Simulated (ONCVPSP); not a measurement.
**What one change does to a pseudopotential (Pd, ONCV)**

palladium, optimised norm-conserving Vanderbilt (ONCV), made with ONCVPSP 4.0.1 (PW91, fully relativistic). Core [Ar] 3d10, reference 4s2 4p6 4d7 (charge +3). Waves: 4s: rc 1.60 bohr, ncon 3, nbas 7, qcut 7.8 1/bohr, 2 projectors, debl 3.1 Ha; 4p: rc 1.50 bohr, ncon 4, nbas 8, qcut 10.5 1/bohr, 2 projectors, debl 2.5 Ha; 4d: rc 1.95 bohr, ncon 5, nbas 10, qcut 8.5 1/bohr, 1 projector. Local part: polynomial inside 1.15 bohr (lpopt 5, dvloc0 6 Ha). Core correction: none.

Open shells are filled in proportion to 2j + 1.

In the s channel the program set the typed energies aside and used -4.634, 0.050 Ha. In the p channel the program set the typed energies aside and used -3.309, 0.250 Ha (j = l + 1/2; the other j can differ).

Change: scalar-relativistic; s: rc 1.5, qcut 8.3. In the s channel the program set the typed energies aside and used -4.636, 0.050 Ha. In the p channel the program set the typed energies aside and used -3.364, 0.250 Ha.

Cutoffs: the cutoffs (Ha) at which the residual kinetic energy of the hardest occupied pseudo-wave falls to 1 and 0.1 mHa per electron; they do not see the model core or the augmentation charge, which bear on the density cutoff. Errors are all-electron minus pseudo energies relative to the spin-unpolarised reference configuration.

Task: Predict the effect on cutoff, ghosts and configuration errors.

Result: The potential gets neither clearly harder nor softer (30 Ha and 38 Ha → 30 Ha and 38 Ha); the p channel sets the loose cutoff, while the largest relative change is in s, which becomes harder; of the 3 tests that both files solve, the error grows in 3 and shrinks in 0 by more than 15 % and 0.3 meV (median size 5.9 → 10.5 meV); neither file shows a bound ghost.

```tsv
quantity	base	changed
cutoff, loose	30 Ha	30 Ha
cutoff, tight	38 Ha	38 Ha
loose cutoff by channel	s 20 Ha, p 30 Ha, d 26 Ha	s 24 Ha, p 30 Ha, d 26 Ha
bound ghosts	none	none
GHOST(+) flags under 300 eV	none	none
tests with a reliable result	3 of 4	3 of 4
error for 4s2 4p6 4d9, meV [ΔE -55.33 eV]	+8.1	+12
error for 4s2 4p6 4d8, meV [ΔE -34.44 eV]	+4.8	+7.9
error for 4s2 4p6 4d9 5p1, meV [ΔE -59.24 eV]	+5.9	+11
```
